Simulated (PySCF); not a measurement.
The complex [FeCl5]3- (charge -3) contains Fe(II), shell d6. The structure is a model geometry with rigid ligands and bond lengths from ionic radii and apical angle changed to 90.00°, not a minimum; coordination square pyramidal, point group C4v, metal–donor distances 2.43 Å.

```
6

Fe    0.000    0.000    0.000
Cl    0.000    0.000    2.430
Cl    2.430    0.000    0.000
Cl   -2.430    0.000    0.000
Cl    0.000    2.430    0.000
Cl    0.000   -2.430    0.000
```

Method (PySCF 2.14, density fitting): CASSCF(6,5) with orbitals averaged over all microstates of the shell, strongly contracted NEVPT2 on the averaged canonical orbitals; basis x2c-TZVPall on the metal, x2c-SVPall elsewhere; spin-free X2C; IEF-PCM water; spin-orbit coupling by state interaction with the mean-field operator over all roots.

Q: Which term lies lowest, and with what spin?

A: 5E (S = 2, orbital degeneracy 2), orbital occupations from the lowest 1.5 1.5 1.0 1.0 1.0, by NEVPT2.

Q: List the excited states of the same spin.

A: By NEVPT2: 5B2 at 1292 cm⁻¹; 5A1 at 2752 cm⁻¹; 5B1 at 9238 cm⁻¹ (1082 nm). The strongest, at 2752 cm⁻¹, has f = 1.5e-05.

Q: Which is the lowest state of another spin?

A: 3E at 14020 cm⁻¹ by NEVPT2; CASSCF alone puts it at 17543 cm⁻¹ above the same ground state.

Q: What ligand-field parameters describe the result?

A: At CASSCF level (the NEVPT2 levels don't fit a ligand-field model well): orbital energies 0, 0, 1283, 2343, 7383 cm⁻¹; B = 1121 cm⁻¹; C = 4155 cm⁻¹; B over its free-ion value at the same level 0.948; rms of the fit 86 cm⁻¹; ζ = 397 cm⁻¹ (free ion 412).

Q: What are the magnetic parameters?

A: Degenerate or low-lying orbital states mix with the ground state, so no spin-only Hamiltonian applies. The lowest spin-orbit level is 2-fold; the next lies at 51.0 cm⁻¹. The two lowest states form a pseudo-doublet split by 0.000 cm⁻¹ with g_z = 9.84. μeff is 5.62 μB at 300 K and 5.14 μB at 10 K; the spin-only value is 4.90 μB.

The ground state is orbitally degenerate in this regular structure, which would distort (Jahn–Teller), so its moment is that of the undistorted model. NEVPT2 lifts 5A1 from 2018 to 2752 cm⁻¹; on the d shell alone such lifts tend to overshoot. Gaps between spin states lean to high spin in this active space.

The job took 9.6 s on one thread of Arm Neoverse V2 (shared host), with 138 basis functions, launched as `OMP_NUM_THREADS=1 python lf_run.py task.json out`.
